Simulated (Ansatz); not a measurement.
A nudged elastic band was laid between two geometries of AlH$_{7}$OSSi$_{2}$ (12 atoms, charge 0, multiplicity 1).

Theory: Ansatz 0.2.0, RKS B3LYP/def2-SVP.

```yaml
movable_images: 7
climbing_image: yes
spring: 5.0 eV/Å²
optimiser: quadratic models (default)
start_path: through a guess of the saddle point
force_threshold: 0.05 eV/Å
iteration_limit: 59
end_points: relaxed
```

Image 0:

```xyz
12
Properties=species:S:1:pos:R:3
Al -1.247 2.090 1.299
Si -0.030 0.003 0.918
S 2.061 0.597 1.186
O -0.319 -0.645 -0.592
Si 0.123 -1.801 -1.709
H -2.114 2.343 2.605
H -1.021 3.264 0.252
H -0.142 -1.072 1.950
H 2.033 1.605 0.281
H -1.021 -2.002 -2.639
H 1.312 -1.345 -2.484
H 0.444 -3.093 -1.032
```

Image 8:

```xyz
12
Properties=species:S:1:pos:R:3
Al -1.312 1.965 1.426
Si 0.125 0.055 0.909
S 2.112 0.963 0.764
O -0.322 -0.725 -0.498
Si 0.104 -1.871 -1.631
H -1.983 2.166 2.851
H -1.437 3.099 0.318
H 0.365 -0.957 1.983
H 1.768 1.897 -0.155
H 1.031 -1.283 -2.639
H 0.765 -3.039 -0.978
H -1.138 -2.325 -2.314
```

(1) What changes between the two ends?

(2) Give the energies along the band, and the barrier.

(3) What is the geometry of the highest image?

Results:

(1) No bond is made or broken. The dihedral Si2–O4–Si5–H11 goes from -82 to 38°. The two ends are copies of one structure, up to a mirror image or an exchange of like atoms.

(2) The run converged. The highest image is number 4 of 0 to 8, 0.013 eV above the ends, which have the same energy within 2 meV. A vibrational analysis at the climbing image gives one clearly imaginary mode, 43i cm⁻¹: a first-order saddle point.

| image | path coordinate (Å) | energy (eV) | dihedral Si2–O4–Si5–H11 (°) |
| --- | --- | --- | --- |
| 0 | 0.00 | 0.000 | -82 |
| 1 | 0.59 | 0.002 | -71 |
| 2 | 1.19 | 0.006 | -58 |
| 3 | 1.78 | 0.011 | -41 |
| 4 | 2.38 | 0.013 | -24 |
| 5 | 2.93 | 0.011 | -5 |
| 6 | 3.48 | 0.008 | 4 |
| 7 | 4.03 | 0.002 | 25 |
| 8 | 4.58 | 0.000 | 38 |

(3) 
```xyz
12
Properties=species:S:1:pos:R:3
Al -1.307 2.050 1.296
Si 0.019 0.035 0.907
S 2.060 0.811 1.084
O -0.267 -0.676 -0.574
Si 0.148 -1.868 -1.663
H -2.086 2.300 2.657
H -1.228 3.197 0.198
H 0.029 -1.010 1.976
H 1.916 1.779 0.147
H -0.007 -1.326 -3.041
H 1.559 -2.309 -1.458
H -0.760 -3.038 -1.494
```

Time of the run: 20 min on 2 threads of Arm Neoverse V1 (shared host), peak memory 0.38 GiB.
